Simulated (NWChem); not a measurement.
System: SnH$_{3}$Br; SMILES [Br][SnH3]

Output (shortened):

```
             Northwest Computational Chemistry Package (NWChem) 7.3.0
             --------------------------------------------------------

                             Geometry "geometry" -> ""
                             -------------------------

 Output coordinates in angstroms (scale by  1.889725989 to convert to a.u.)

  No.       Tag          Charge          X              Y              Z
 ---- ---------------- ---------- -------------- -------------- --------------
    1 Sn                  50.0000     0.00000000     0.00000000    -0.96736400
    2 Br                  35.0000     0.00000000     0.00000000     1.53394000
    3 H                    1.0000     1.62353200     0.22474800    -1.45354600
    4 H                    1.0000    -1.00640400     1.29364600    -1.45354600
    5 H                    1.0000    -0.61712900    -1.51839400    -1.45354600

 Effective nuclear repulsion energy (a.u.)     433.5260201956

                                 NWChem DFT Module
                                 -----------------

 Summary of "ao basis" -> "ao basis" (spherical)
 ------------------------------------------------------------------------------
       Tag                 Description            Shells   Functions and Types
 ---------------- ------------------------------  ------  ---------------------
 Sn                        def2-svpd                12       32   5s4p3d
 Br                        def2-svpd                15       41   6s5p4d
 H                         def2-svpd                 4        8   2s2p

            General Information
            -------------------
          SCF calculation type: DFT
          Wavefunction type:  closed shell.
          No. of atoms     :     5
          No. of electrons :    60
           Alpha electrons :    30
            Beta electrons :    30
          Charge           :     0
          Spin multiplicity:     1
          Use of symmetry is: off; symmetry adaption is: off
          Maximum number of iterations: 150
          AO basis - number of functions:    97
                     number of shells:    39
          Convergence on energy requested:  1.00D-06
          Convergence on density requested:  1.00D-05
          Convergence on gradient requested:  5.00D-04

              XC Information
              --------------
                     Hartree-Fock (Exact) Exchange  1.000
                   CAM-Becke88 Exchange Functional  1.000
                      VWN V Correlation Functional  0.190 local
              Lee-Yang-Parr Correlation Functional  0.810

           Range-Separation Parameters
           ---------------------------
           Alpha           :  0.19
           Beta            :  0.46
           Gamma           :  0.33
           Short-Range HF  :     F

[...]

                                NWChem TDDFT Module
                                -------------------

            General Information
            -------------------
           No. of orbitals :     194
            Alpha orbitals :      97
             Beta orbitals :      97
        Alpha frozen cores :       0
         Beta frozen cores :       0
     Alpha frozen virtuals :       0
      Beta frozen virtuals :       0
         Spin multiplicity :       1
    Number of AO functions :      97
        Use of symmetry is : off
      Symmetry adaption is : off
         Schwarz screening :  0.10D-07

              XC Information
              --------------
              Hartree-Fock (Exact) Exchange   1.00
            CAM-Becke88 Exchange Functional   1.00
               VWN V Correlation Functional   0.19 local
       Lee-Yang-Parr Correlation Functional   0.81
           Alpha           :  0.19
           Beta            :  0.46
           Gamma           :  0.33

             TDDFT Information
             -----------------
          Calculation type : Tamm-Dancoff TDDFT
         Wavefunction type : Restricted singlets
          No. of electrons :      60
           Alpha electrons :      30
            Beta electrons :      30
              No. of roots :       6
          Max subspacesize :    5200
            Max iterations :     100
               Target root :       1
           Target symmetry : none
      Symmetry restriction : off
                 Algorithm : Optimal
        Davidson threshold :  0.10D-03

    6 smallest eigenvalue differences (eV)
--------------------------------------------------------
  No. Spin  Occ  Vir  Irrep   E(Occ)    E(Vir)   E(Diff)
--------------------------------------------------------
    1    1   30   31 a        -0.348    -0.016     9.035
    2    1   29   31 a        -0.348    -0.016     9.035
    3    1   30   32 a        -0.348     0.014     9.840
    4    1   29   32 a        -0.348     0.014     9.840
    5    1   28   31 a        -0.402    -0.016    10.524
    6    1   30   33 a        -0.348     0.049    10.797
--------------------------------------------------------

  Entering Davidson iterations
  Restricted singlet excited states

  Iter   NTrls   NConv    DeltaV     DeltaE      Time
  ----  ------  ------  ---------  ---------  ---------
    1      6       0     0.12E+00   0.10+100       12.7
    2     12       0     0.54E-01   0.33E-01       12.8
    3     18       0     0.50E-01   0.76E-02       12.8
    4     24       0     0.34E-01   0.30E-02       12.7
    5     30       0     0.38E-01   0.54E-02       12.8
    6     36       2     0.15E-01   0.20E-02       12.7
    7     40       2     0.90E-02   0.35E-03       11.4
    8     44       2     0.33E-02   0.92E-04       11.4
    9     48       4     0.11E-02   0.11E-04       11.4
   10     50       5     0.46E-03   0.11E-05       10.2
   11     51       5     0.18E-03   0.13E-06        9.6
   12     52       6     0.96E-04   0.14E-07        9.6
  ----  ------  ------  ---------  ---------  ---------
  Convergence criterion met

  Ground state a       -2790.066756542113 a.u.

[...]
```

Level: CAM-B3LYP/def2-SVPD with def2 effective core potentials on Sn, TDA. The geometry was optimised at PBE0/def2-SVP. No frequency run checked for a minimum. def2 effective core potentials on Sn; no spin-orbit coupling.

Q: Write an input that gives this output.

A: This is not unique; one that fits is the input that was run:
```
start job
memory heap 200 mb stack 900 mb global 1100 mb
geometry units angstroms noautosym nocenter noautoz
  Sn     0.000000     0.000000    -0.967364
  Br     0.000000     0.000000     1.533940
  H      1.623532     0.224748    -1.453546
  H     -1.006404     1.293646    -1.453546
  H     -0.617129    -1.518394    -1.453546
end
basis spherical
  * library def2-svpd
end
ecp
  Sn library def2-ecp
end
dft
  xc xcamb88 1.00 lyp 0.81 vwn_5 0.19 hfexch 1.00
  cam 0.33 cam_alpha 0.19 cam_beta 0.46
  iterations 150
end
tddft
  cis
  nroots 6
  notriplet
end
task tddft energy
```
